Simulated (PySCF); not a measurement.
Members of one family of related compounds. Level of theory: TDDFT wB97X-D/def2-SVPD, vertical, gas phase, core orbitals frozen in the response (PySCF 2.14.0, density-fitted response routines). Geometries: PBE0-D3(BJ)/def2-SVP; one conformer of each isolated species. Triplets are in the Tamm–Dancoff approximation.

Question: Rank by computed HOMO energy, highest first.
A. `NBS[SiH3]` (BH6NSSi)
B. `NBB(F)F` (B2F2H3N)
C. `NBCl` (BClH3N)
D. `C#CBN` (C2H4BN)

Answer: A (-9.04 eV), D (-9.76 eV), C (-10.40 eV), B (-10.60 eV).

| SMILES | HOMO (eV) | S1 (eV) | f (S1) | LUMO (eV) | α (au) | S1 mainly |
| --- | --- | --- | --- | --- | --- | --- |
| NBS[SiH3] | -9.04 | 6.26 | 0.010 | 1.57 | 73.3 | H→L (74%) |
| C#CBN | -9.76 | 5.26 | 0.000 | 1.02 | 47.0 | H-1→L (96%) |
| NBCl | -10.40 | 7.24 | 0.002 | 1.78 | 38.1 | H-1→L+1 (98%) |
| NBB(F)F | -10.60 | 6.61 | 0.001 | 1.40 | 37.5 | H→L+1 (76%) |

H and L stand for HOMO and LUMO.

- `NBS[SiH3]`: Löwdin shares by element: HOMO sulfur 60%, nitrogen 15%, silicon 9%, boron 8%; LUMO boron 32%, sulfur 24%, silicon 14%, hydrogen 7% or more (atoms not listed hold the other 22%).
- `C#CBN`: Löwdin shares by element: HOMO (one of a set within 0.03 eV) carbon 66%, nitrogen 22%, boron 6%; LUMO carbon 46%, boron 29%, nitrogen 14%.
- `NBCl`: Löwdin shares by element: HOMO nitrogen 42%, chlorine 41%, boron 10%; LUMO boron 64%, hydrogen 20% or more, nitrogen 6%.
- `NBB(F)F`: Löwdin shares by element: HOMO boron 55%, hydrogen 15% or more, nitrogen 9% (atoms not listed hold the other 21%); LUMO boron 54%, nitrogen 10%, fluorine 8% or more (atoms not listed hold the other 27%).
